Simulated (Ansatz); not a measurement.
A nudged elastic band was laid between two geometries of CH₅AlFPS (10 atoms, charge 0, multiplicity 1).

The calculation used Ansatz 0.2.0, RKS LDA/def2-mTZVP.

* movable images: 9
* climbing image: yes
* spring: 5.0 eV/Å²
* optimiser: quadratic models (default)
* start path: IDPP
* force threshold: 0.05 eV/Å
* iteration limit: 60
* end points: relaxed

Initial state:

```xyz
10
Properties=species:S:1:pos:R:3
F -1.242 -0.858 1.925
C -0.340 -0.348 1.038
Al 0.650 -1.519 -0.213
S -1.228 0.015 -0.604
P -0.299 1.815 -1.302
H 0.032 0.621 1.414
H 1.920 -0.858 -0.923
H 0.149 -3.024 -0.344
H -0.593 2.606 -0.135
H 1.033 1.500 -0.854
```

Final state:

```xyz
10
Properties=species:S:1:pos:R:3
F -1.305 -0.948 2.052
C -0.297 -0.486 1.262
Al 0.716 -1.580 -0.025
S -1.025 0.110 -0.397
P 0.072 1.945 -0.614
H 0.159 0.406 1.726
H 2.092 -0.914 -0.493
H 0.129 -2.991 -0.471
H -1.032 2.726 -1.105
H 0.576 1.681 -1.932
```

What changes between the two ends?

No bond is made or broken. The height of P5 over the plane of its neighbours goes from 0.84 to -0.84 Å.

Give the energies along the band, and the barrier.

The run converged. The highest image is number 6 of 0 to 10, 29.6 kcal/mol above the ends, which have the same energy within 2 meV. A vibrational analysis at the climbing image gives one clearly imaginary mode, 839i cm⁻¹: a first-order saddle point.

```csv
image,path coordinate (Å),energy (kcal/mol),height of P5 over the plane of its neighbours (Å)
0,0.00,0.0,0.84
1,0.27,0.2,0.82
2,0.54,1.0,0.80
3,0.81,2.5,0.75
4,1.08,7.7,0.58
5,1.35,21.1,0.30
6,1.63,29.6,-0.01
7,1.94,18.2,-0.37
8,2.26,3.3,-0.68
9,2.58,0.1,-0.83
10,2.90,0.0,-0.84
```

What is the geometry of the highest image?


```xyz
10
Properties=species:S:1:pos:R:3:forces:R:3
F -1.407 -1.184 1.888 0.00 0.00 0.01
C -0.417 -0.571 1.180 0.01 -0.01 -0.03
Al 0.651 -1.549 -0.158 -0.01 0.01 0.01
S -1.177 0.126 -0.460 0.00 -0.01 0.00
P -0.103 1.806 -0.844 0.00 0.01 0.00
H -0.055 0.322 1.714 -0.01 0.01 0.02
H 1.975 -0.834 -0.696 0.00 0.00 0.00
H 0.088 -2.957 -0.644 0.00 0.00 0.00
H -0.615 3.066 -0.489 0.00 0.00 0.00
H 1.143 1.723 -1.489 0.00 0.00 0.01
```

What are the harmonic wavenumbers there?

839i, 74, 149, 186, 224, 272, 309, 356, 466, 539, 552, 580, 613, 644, 704, 986, 1008, 1103, 1264, 1870, 1903, 2455, 2518, 3003 cm⁻¹.

Run time: 65 s on 2 threads of INTEL(R) XEON(R) PLATINUM 8581C CPU @ 2.30GHz (Emerald Rapids), on a shared host, peak memory 0.19 GiB.
